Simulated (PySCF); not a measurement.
**[CaI3]-, singlet: molecular constants**

Computed with PBE0/[Ca def2-SVPD, I def2-SVPD with ECP28], scalar-relativistic core potentials, density fitting, no spin–orbit coupling, PySCF.

The structure is a minimum.

Coordinates in bohr (charge -1 multiplicity 1):
```
Ca    0.0000    0.0000    0.0000
I     0.0000    0.0000    5.5422
I     4.7997    0.0000   -2.7711
I    -4.7997    0.0000   -2.7711
```

* Point group: D3h
* Bond lengths: Ca–I 2.933 Å (×3)
* Bond angles: I–Ca–I 120.0° (×3)
* Lowest empty level: 1.90 eV
* Enthalpy at 298.15 K above 0 K: 21.09 kJ/mol
* Rotational symmetry number: 6
* Principal quadrupole moments (Buckingham, traceless) about the centre of mass: -17.43, -17.43, 34.86 D Å
* Zero-point energy: 4.3 kJ/mol
* Heat capacity Cp at 298.15 K: 81.2 J/(mol K)
* Dipole moment about the centre of mass: 0.00 D
* Principal polarisabilities: 134.8, 175.0, 175.0 bohr³
* Highest occupied level: -3.53 eV
* Entropy at 298.15 K and 1 bar: 405.2 J/(mol K)
* Rotational constants: 0.0103, 0.0103, 0.005148 cm⁻¹

Harmonic modes (masses in u: Ca 39.963, I 126.904):
```csv
symmetry,ω (cm⁻¹),"IR (km/mol, summed over degenerate members)"
e',35,0.9
a2'',78,18.4
a1',103,0.0
e',234,166
```

In D3h the vibrations span 2e' + a2'' + a1'. The a1' mode carries no infrared intensity, as symmetry demands.

Charges (e); Mulliken and Löwdin values are unreliable with diffuse functions:
```csv
atom,Mulliken,Löwdin,polar tensor,Mayer order to Ca1
Ca1,0.84,0.09,1.33,–
"I2,3,4",-0.61,-0.36,-0.78,0.69
```

Mulliken populations on Ca1: s 6.27, p 12.31, d 0.57.

Outer orbital energies (eV). occupied: -4.27, -4.27, -3.83, -3.83, -3.83, -3.78, -3.78, -3.53; empty: 1.90, 2.96, 3.01, 3.01.

Counting electrons, calcium keeps none of its valence electrons outside its bonds, so the VSEPR class is AX3 and the expected shape is trigonal planar (D3h), as computed.

This need not be the most stable arrangement of these atoms. The lowest empty level of this anion is unbound, so it and the gap depend on the basis.

The final relaxation and frequency run took 66 s on 2 threads of a shared Arm Neoverse V1 host, with 132 basis functions and 8 gradients; the process peaked at 1.4 GiB. Launch command: `OMP_NUM_THREADS=2 python axn.py task.json out`.
